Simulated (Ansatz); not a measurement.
Mulliken charges of ClH3HfSe3, SMILES `[Cl][Hf]([SeH])([SeH])[SeH]` from ωB97M-V/def2-TZVPP in Ansatz (PBE0-D4/def2-TZVP geometry).

```
atom   x (Å)   y (Å)   z (Å)  charge (e)
 Cl1  -2.383  -1.148   1.194      -0.185
 Hf2  -0.368  -0.344   0.363       0.492
 Se3   1.604  -1.327   1.649      -0.200
 Se4  -0.331   2.213   0.482      -0.211
 Se5   0.027  -1.068  -2.053      -0.197
  H6   2.248  -0.009   1.504       0.104
  H7   0.487   2.164  -0.745       0.108
  H8  -1.284  -0.480  -2.393       0.089
```

Problem. By hand: the dipole of these point charges (1 e Å = 4.8032 D).

Solution. Σ q r = (0.176, 0.242, -0.206) e Å, of length 0.363 e Å = 1.74 D.

Problem. How does the dipole of the full density compare? (Estimate.)

Solution. Ansatz gave: (0.045, 0.131, -0.091) e Å, 0.80 D; the point charges give 2.17 times that, at 14° from its direction.

Point charges leave out the atoms' own dipoles, such as those of lone pairs, and Mulliken's split depends on the basis, so the two needn't agree.
